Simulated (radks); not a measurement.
Ru4+, 40 electrons, occupied as [Ar] 3d10 4s1.5 4p6 4d4 5s0.5 (fractional occupations, a model configuration).

Method: scalar-relativistic Kohn-Sham, TASK exchange with Perdew-Wang LDA correlation, spin-polarised, spherical densities, finite nucleus; open shells are filled with parallel spins first (spin-orbit coupling, left out, can overturn this in heavy ions); meta-GGA in the generalised Kohn-Sham scheme; Fermi nuclear charge, rms radius 4.4809 fm; computed with a radial shooting solver on a logarithmic mesh with Libxc functionals.

Energy parts (hartree):
total: -4525.10006
kinetic: 4678.68550
electron-nucleus: -10834.52066
Hartree: 1761.70491
exchange-correlation: -130.96981

Orbitals (lengths in bohr, moments of r in powers of bohr; <r^-3> diverges for s and p1/2; r(max) is where P^2 peaks):
orbital  occ.  eigenvalue (hartree)   <1/r>   r(max)     <r^2>  <r^-3>
1s up       1             -810.0795   45.84  0.02172  0.001513       -
1s down     1             -810.0727   45.84  0.02172  0.001513       -
2s up       1             -118.9679   10.37   0.1230   0.02508       -
2s down     1             -118.9212   10.37   0.1230   0.02508       -
2p up       3             -106.7292   10.05  0.09826   0.01974    2997
2p down     3             -106.6928   10.05  0.09825   0.01973    2998
3s up       1             -22.93315   3.605   0.3617    0.1857       -
3s down     1             -22.90769   3.603   0.3618    0.1856       -
3p up       3             -18.88568   3.431   0.3548    0.1888   519.6
3p down     3             -18.85550   3.431   0.3549    0.1885   519.2
3d up       5             -12.35709   3.198   0.3010    0.1764   69.60
3d down     5             -12.30901   3.200   0.3013    0.1758   69.61
4s up       1              -5.01576   1.362   0.9123     1.145       -
4s down   0.5              -4.80931   1.370   0.9097     1.136       -
4p up       3              -3.84524   1.235   0.9733     1.360   84.56
4p down     3              -3.62238   1.245   0.9693     1.339   86.42
4d up       4              -2.10517  0.9885    1.128     2.048   8.038
5s up     0.5              -1.49161  0.5978    2.107     5.705       -

The highest occupied level is 5s up at -40.589 eV. Spin moment in Bohr magnetons: 5. The density falls to 0.001 e/bohr^3 at r = 3.25 bohr.

Empty levels of this run are not shown, since the potential may be unsettled where no density lies.
